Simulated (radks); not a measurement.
Task: Radial electron density D(r) = 4 pi r^2 rho(r) of an atom or ion with 1 electrons. Calculated with a radial shooting solver on a logarithmic mesh with Libxc functionals: non-relativistic Kohn-Sham, PBE, spin-polarised, spherical densities, point nucleus.

r (bohr)  D(r) (e/bohr)
0.03648         0.03737
0.03951         0.04331
0.04246         0.04943
0.046           0.05718
0.04943         0.06512
0.05355         0.07514
0.05755         0.08538
0.06234         0.09826
0.067            0.1114
0.07258          0.1277
0.07799          0.1443
0.08449          0.1649
0.0908           0.1856
0.09836          0.2112
0.1057           0.2368
0.1145           0.2680
0.1231           0.2990
0.1333           0.3365
0.1433           0.3731
0.1552           0.4171
0.1668           0.4595
0.1807           0.5095
0.1942           0.5569
0.2103           0.6119
0.226            0.6629
0.2448           0.7205
0.2631           0.7724
0.285            0.8291
0.3063           0.8782
0.3318           0.9291
0.3566           0.9703
0.3863            1.010
0.4151            1.037
0.4497            1.058
0.4833            1.067
0.5236            1.065
0.5626            1.051
0.6095            1.021
0.655            0.9827
0.7096           0.9270
0.7625           0.8664
0.826            0.7894
0.8877           0.7136
0.9616           0.6248
1.033            0.5436
1.119            0.4548
1.203            0.3787
1.303            0.3008
1.401            0.2383
1.517            0.1783
1.63             0.1333
1.766           0.09313
1.898           0.06509
2.056           0.04191
2.21            0.02705
2.394           0.01582
2.572          0.009304
2.787          0.004866
2.995          0.002568

What is the nuclear charge?

Result: Z = 2. The innermost maximum, from 1s, lies near 1/Z = 0.5 bohr (found: 0.495), and its height grows with Z. The density is that of the helium ion He+ in 1s1; the configuration itself is not fixed sharply by these data. D(r) has 1 maximum, at r = 0.495 bohr.
